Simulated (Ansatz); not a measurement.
C$_{2}$H$_{3}$F$_{3}$Si, SMILES `C=C[Si](F)(F)F`. Total charge 0; spin multiplicity 1.

```xyz
9

C     1.531    0.100    0.159
C     0.337    0.667    0.003
Si   -1.193   -0.320   -0.112
F    -0.869   -1.860    0.003
F    -1.948   -0.090   -1.478
F    -2.220    0.040    1.030
H     2.441    0.689    0.227
H     1.648   -0.977    0.225
H     0.273    1.751   -0.058
```

Question: List the harmonic frequencies (cm⁻¹, unscaled) at PBE0-D4/def2-TZVP in Ansatz. (Best estimate.)

Answer: Ansatz gave: 73, 162, 198, 283, 322, 355, 429, 554, 689, 895, 975, 977, 1030, 1034, 1044, 1301, 1450, 1678, 3144, 3162, 3231.

Question: Is this a minimum?

Answer: Yes, all 21 modes are real.

Question: Give the ideal-gas thermochemistry at 298.15 K and 1 bar (rigid rotor, harmonic oscillator; point group Cs, symmetry number 1).

Answer: Zero-point energy 137.5 kJ/mol; H(298) − E = 157.9 kJ/mol; entropy 344.7 J/(mol·K), of which translation 167.7, rotation 113.9, vibration 63.0; G(298) − E = 55.2 kJ/mol. Modes under 100 cm⁻¹ are hindered rotations or soft bends, so the harmonic entropy is rough.
